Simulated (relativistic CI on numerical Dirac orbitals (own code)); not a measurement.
## Hyperfine structure of Hf LXX, mass number 179

Computed by Dirac-Coulomb-Breit CI, separate exchange-only KLI orbitals for each configuration, model QED, unscaled Slater integrals (own radial code, finite nucleus).

CI space (outside the closed core 1s2): 2s, 2p, 3s, 3p, 3d, 4s, 4p, 4d, 4f, 5s, 5p, 5d, 5f, 5g. Levels of other configurations are missing.

Nuclear spin I = 9/2, μ = -0.6389 μN, Q = 3.79 b (tables of Stone and Pyykkö). The electronic factors are computed for point nuclear moments, without core polarisation or the Bohr-Weisskopf and QED corrections.

```tsv
Level	E (10³ cm⁻¹)	A (GHz)	B (GHz)
2s ²S1/2	0.0	-3061	
2p ²P°1/2	1495.8	-993.2	
2p ²P°3/2	12207.9	-114.2	6040
3s ²S1/2	84428.3	-909.9	
3p ²P°1/2	84832.8	-306.4	
3p ²P°3/2	88025.9	-35.41	1920
3d ²D3/2	88123.6	-20.52	377
3d ²D5/2	89032.4	-8.142	456
```

Levels with J = 0, under 50 % of one LS term, or S terms without an open s electron are left out. Small factors come from cancelling terms and can be off by tens of per cent or more.

At this charge energies of transitions that change n are usually good to better than 1 %, and those within a shell (Δn = 0) to a few per cent.

(1) Give the hyperfine levels of 2s ²S1/2 relative to its centre of gravity.

## Answers

(1) With K = F(F + 1) − I(I + 1) − J(J + 1), E = AK/2: F = 4: 8417, F = 5: -6887 GHz.
